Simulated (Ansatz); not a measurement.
cis-[TiF2(H2O)4]+ (TiO₄F₂H₈⁺), relaxed as a doublet with UKS B3LYP-D4/def2-SVP in Ansatz, starting from the GFN2-xTB geometry. Force threshold 0.02 eV/Å.

The relaxation made no stability test and no search for a lower SCF solution. No other spin state of charge 1 was run. Another isomer (doublet) lies 0.15 eV lower at PBE0-D4/def2-TZVP; other spin states weren't run for this one.

Start:

```xyz
15

F     0.032   -1.735   -0.971
F    -0.850    1.034   -1.469
O    -0.068    1.570    0.948
O     0.840   -0.910    1.356
O     1.739    0.330   -1.217
O    -2.046   -0.592    0.305
Ti   -0.113   -0.098   -0.335
H    -0.543    1.612    1.791
H    -0.301    2.372    0.454
H     1.720   -0.633    1.652
H     0.860   -1.878    1.284
H     1.593    1.064   -1.841
H     1.937   -0.452   -1.768
H    -2.162   -1.545    0.136
H    -2.638   -0.137   -0.324
```

| step | energy (eV) | largest force component (eV/Å) | SCF passes |
| --- | --- | --- | --- |
| 1 | -36855.4788 | 1.220 | 26 |
| 2 | -36855.7513 | 0.714 | 27 |
| 3 | -36855.8131 | 0.248 | 28 |
| 4 (rejected) | -36855.7996 | 0.462 | 32 |
| 5 | -36855.8244 | 0.071 | 32 |
| 6 | -36855.8260 | 0.037 | 27 |
| 7 | -36855.8268 | 0.008 | 28 |

Force components are those of the run's own axes.

End:

```xyz
15

F     0.032   -1.838   -0.972
F    -0.878    1.128   -1.519
O    -0.086    1.569    0.970
O     0.865   -0.884    1.364
O     1.817    0.266   -1.324
O    -2.179   -0.597    0.246
Ti   -0.163   -0.132   -0.474
H    -0.439    1.469    1.868
H    -0.448    2.396    0.615
H     1.678   -0.453    1.668
H     1.053   -1.836    1.327
H     1.899    1.059   -1.878
H     2.141   -0.473   -1.865
H    -2.419   -1.538    0.231
H    -2.873   -0.137   -0.256
```

By distances, no bond broke or formed. The bond that changes most is O4–Ti7, from 2.10 to 2.24 Å (atoms count from 1).

No frequencies were taken in this run, so the end may be a saddle point.

Run time 24 s (4 threads of Intel Xeon 6975P-C on a shared host), peak host memory 0.57 GiB.
